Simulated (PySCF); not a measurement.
# Argon: a sound run and one with changed settings

Sound run: Ar⁺ [Ne] 3s2 3p5, Ar²⁺ [Ne] 3s2 3p4. All numbers are calculated (PySCF 2.14, the spin-free X2C one-electron Hamiltonian (Gaussian nucleus), in x2c-TZVPall (5s5p2d1f, 37 functions)). In the sound run the correlated levels freeze [Ne]. The sound run starts from symmetry-adapted Hartree-Fock orbitals and uses a fine grid where one is needed.

Changed run: basis STO-3G, all-electron and non-relativistic. This setting is unsound on purpose.

| species | method | sound run (hartree) | changed run (hartree) | converged |
| --- | --- | --- | --- | --- |
| Ar⁺ | UHF | -528.07903 | -520.72694 | yes |
| Ar⁺ | MN15 | -528.89996 | -520.15650 | yes |
| Ar⁺ | B3LYP | -528.79414 | -521.30825 | yes |
| Ar⁺ | MP2 | -528.24147 | -520.72694 | yes |
| Ar²⁺ | UHF | -527.11003 | -519.70618 | yes |
| Ar²⁺ | MN15 | -527.87847 | -519.07356 | yes |
| Ar²⁺ | B3LYP | -527.77552 | -520.23596 | yes |
| Ar²⁺ | MP2 | -527.23707 | -519.70618 | yes |

Ionisation energy of Ar⁺:

| method | sound run (eV) | changed run (eV) |
| --- | --- | --- |
| UHF | 26.368 | 27.776 |
| MN15 | 27.796 | 29.468 |
| B3LYP | 27.718 | 29.178 |
| MP2 | 27.331 | 27.776 |
| SCS-MP2 | 27.324 | 27.776 |

A minimal basis cannot let orbitals breathe on ionisation and holds almost no correlation. The Hamiltonian changed with the basis, so the totals do not compare.

For comparison, NIST gives 27.630 eV between the lowest levels.
